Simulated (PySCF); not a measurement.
In(NH2)3 (H6InN3), SMILES [NH2][In]([NH2])[NH2].

Geometry: B3LYP-D3(BJ)/def2-SVP. The structure was generated by enumeration; whether it is a known compound was not checked. The def2 effective core potentials stand for the cores of In; spin–orbit coupling is left out. The values are those of a single conformer.

Calculation: C-PCM-B3LYP/def2-SVP (PySCF 2.14.0).

The values are the electrostatic part of the solvation free energy, E(continuum) − E(gas) at the gas-phase geometry, in a cavity of scaled van der Waals radii (PySCF's table); cavitation and dispersion terms are not included. A continuum can't describe solvent molecules that bind to the metal. In vacuum the orbital gap is 5.41 eV. The dipole moment in vacuum is 1.08 D.

Computed values in water (ε = 78.36), toluene (ε = 2.37), acetonitrile (ε = 35.69):
```tsv
solvent	ε	ΔG(elec) (kcal/mol)	dipole (D)	gap (eV)
water	78.36	-9.2	1.42	5.62
toluene	2.37	-5.2	1.26	5.53
acetonitrile	35.69	-9.0	1.41	5.62
```
